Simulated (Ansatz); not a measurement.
CH₄Cl₂Si, SMILES `ClC[SiH2]Cl`, relaxed with RKS PBE-D4/def2-SVP in the Gaussian-basis code of Ansatz from a rough embedded geometry. The force threshold is 0.03 eV/Å; the program also tests the step.

Charge 0, multiplicity 1.

Start:

```xyz
8

Cl    1.863    0.792   -0.961
C     0.420   -0.132   -0.858
Si   -0.338    0.170    0.781
Cl   -2.122   -1.025    0.890
H     0.675   -1.172   -1.023
H    -0.229    0.168   -1.693
H     0.504   -0.328    1.897
H    -0.773    1.528    0.967
```

```csv
step,energy (eV),largest force (eV/Å),largest move (Å)
1,-33999.2357,2.251,0.000
2,-33999.4278,0.940,0.068
3,-33999.4676,0.387,0.045
4,-33999.4736,0.191,0.021
5,-33999.4738,0.111,0.018
6,-33999.4747,0.027,0.017
```

End:

```xyz
8

Cl    1.903    0.856   -0.906
C     0.406   -0.158   -0.888
Si   -0.399    0.122    0.805
Cl   -2.147   -1.015    0.921
H     0.694   -1.215   -1.049
H    -0.247    0.163   -1.724
H     0.541   -0.323    1.884
H    -0.751    1.570    0.958
```

Run time 16 s (2 threads of an Intel Xeon Platinum 8259CL on a shared host); peak host memory 0.15 GiB.
